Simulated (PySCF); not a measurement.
Constitutional and geometric isomers with formula CH2B2O. Gas-phase values, no solvent. One relaxed conformer stands for each flexible species; it need not be the lowest. Strings in code marks are SMILES.

The four lowest singlet excitations (Tamm–Dancoff). Method: PySCF with PBE-D3(BJ)/def2-TZVP // r2SCAN-D4/def2-TZVP. Excitations are Tamm–Dancoff values on a coarser integration grid. The basis has no diffuse functions, so Rydberg states are missing or too high.

| state | energy (eV) | wavelength (nm) | oscillator strength |
|---|---|---|---|
| S1 | 3.53 | 352 | 0.042 |
| S2 | 4.08 | 304 | 0.000 |
| S3 | 5.39 | 230 | 0.778 |
| S4 | 5.79 | 214 | 0.011 |

### Question
Which member gives these states?
A. `OC1B=B1` (H–O–C–B torsion 133°)
B. `OB1B=C1`
C. `C1B2OB12`
D. `C=BB=O`

### Answer
C, `C1B2OB12`
